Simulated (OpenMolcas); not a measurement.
Computed levels of 2s² 2p³ in ions with 7 electrons, in cm-1 above ⁴S°_3/2.

```json
{
 "Program": "OpenMolcas",
 "Method": "CASSCF",
 "Basis": "ANO-RCC-VQZP",
 "Scalar Hamiltonian": "DKH2, point nucleus",
 "Spin-orbit coupling": "RASSI with atomic mean-field integrals over the reference wave functions, term energies averaged over their components"
}
```

Active space for each ion: 5 electrons in 4 orbitals (2s 2p).

```tsv
Level	O+	Ne3+
²D°_3/2	30581	45067
²D°_5/2	30584	45098
²P°_3/2	41247	62648
²P°_1/2	41251	62636
```

**Question.** Estimate ²D°_3/2, ²D°_5/2 for F2+ from its neighbours O+ and Ne3+.

**Answer.** ²D°_3/2 is another term, which grows about linearly with the charge: (30581 + 45067) / 2 = 37824. The calculation gives 37935, so the estimate is off by -0.3 %.
²D°_5/2 is another term, which grows about linearly with the charge: (30584 + 45098) / 2 = 37841. The calculation gives 37947, so the estimate is off by -0.3 %.

Without dynamic correlation excited terms often stand tens of per cent too high (terms of higher spin than the ground term too low), and those without a measured partner can miss by more than the paired ones (holds for O+). Levels of configurations outside the active space are missing.

° marks odd parity.
